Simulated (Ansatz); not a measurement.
Ag₂H₂. The state is a singlet with charge 0. Geometry PBE0-D4/def2-TZVP.

Cartesian coordinates in Å:
```
Ag 1.961 -0.032 0.546
Ag -0.663 0.046 -0.234
H -1.737 0.633 -1.339
H 0.439 -0.647 1.027
```

In the def2 sets Ag takes a core potential; there is no spin–orbit coupling. LC-ωPBE has ω = 0.4 bohr⁻¹. The structure comes from a short search, and lower isomers may exist.

Q: Estimate the orbital energies around the gap (eV) in Ansatz with PBE-D4/def2-SVP, PBE0-D4/def2-SVP, PBE0-D4/def2-TZVP, BHLYP-D4/def2-TZVP, LC-ωPBE/def2-TZVP.

A: 
| orbital | PBE-D4/def2-SVP | PBE0-D4/def2-SVP | PBE0-D4/def2-TZVP | BHLYP-D4/def2-TZVP | LC-ωPBE/def2-TZVP |
| --- | --- | --- | --- | --- | --- |
| HOMO−5 | -7.54 | -9.09 | -9.07 | -10.64 | -11.63 |
| HOMO−4 | -7.46 | -9.07 | -9.05 | -10.63 | -11.61 |
| HOMO−3 | -7.32 | -8.95 | -8.92 | -10.53 | -11.51 |
| HOMO−2 | -7.28 | -8.94 | -8.91 | -10.53 | -11.51 |
| HOMO−1 | -6.96 | -8.06 | -8.08 | -9.10 | -10.58 |
| HOMO | -5.18 | -6.00 | -6.04 | -6.86 | -8.43 |
| LUMO | -3.94 | -3.12 | -3.13 | -2.48 | -1.14 |
| LUMO+1 | -1.50 | -0.86 | -0.89 | -0.39 | 0.74 |
| LUMO+2 | -1.43 | -0.84 | -0.87 | -0.35 | 0.76 |
| LUMO+3 | -0.07 | 0.63 | 0.62 | 1.18 | 2.25 |
| LUMO+4 | 0.46 | 1.11 | 1.12 | 1.60 | 2.70 |
| LUMO+5 | 1.33 | 1.96 | 1.85 | 2.26 | 3.26 |
